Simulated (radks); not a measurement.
Effect of the nuclear size on the zinc ion Zn+, [Ar] 3d10 4s1. All-electron calculation, Dirac Kohn-Sham, relativistic LDA (MacDonald-Vosko exchange, VWN5 correlation), spin-unpolarised, spherical densities, finite nucleus; Fermi nuclear charge, rms radius 3.9283 fm. Program: a radial shooting solver on a logarithmic mesh with Libxc functionals. The rms radius is varied about that value; shifts are against it.

[
 {"rms radius (fm)": "3.3626", "total energy shift (eV)": "-0.0621", "density at nucleus (e/bohr^3)": "2.505e+04", "1s1/2 shift (meV)": "-26.3", "2s1/2 shift (meV)": "-2.52", "3s1/2 shift (meV)": "-0.374"},
 {"rms radius (fm)": "3.724", "total energy shift (eV)": "-0.0235", "density at nucleus (e/bohr^3)": "2.491e+04", "1s1/2 shift (meV)": "-9.94", "2s1/2 shift (meV)": "-0.951", "3s1/2 shift (meV)": "-0.141"},
 {"rms radius (fm)": "3.9283", "total energy shift (eV)": "0", "density at nucleus (e/bohr^3)": "2.483e+04", "1s1/2 shift (meV)": "0.000", "2s1/2 shift (meV)": "0.000", "3s1/2 shift (meV)": "0.000"},
 {"rms radius (fm)": "4.1876", "total energy shift (eV)": "0.0315", "density at nucleus (e/bohr^3)": "2.474e+04", "1s1/2 shift (meV)": "13.3", "2s1/2 shift (meV)": "1.28", "3s1/2 shift (meV)": "0.190"},
 {"rms radius (fm)": "4.6118", "total energy shift (eV)": "0.0871", "density at nucleus (e/bohr^3)": "2.461e+04", "1s1/2 shift (meV)": "36.9", "2s1/2 shift (meV)": "3.53", "3s1/2 shift (meV)": "0.524"}
]

Slopes of the eigenvalues against <r^2> in GHz/fm^2, as finite differences over the two radii next to the reference (eigenvalue slopes, not the field-shift constants of lines): 1s1/2 1530, 2s1/2 147, 3s1/2 21.8.
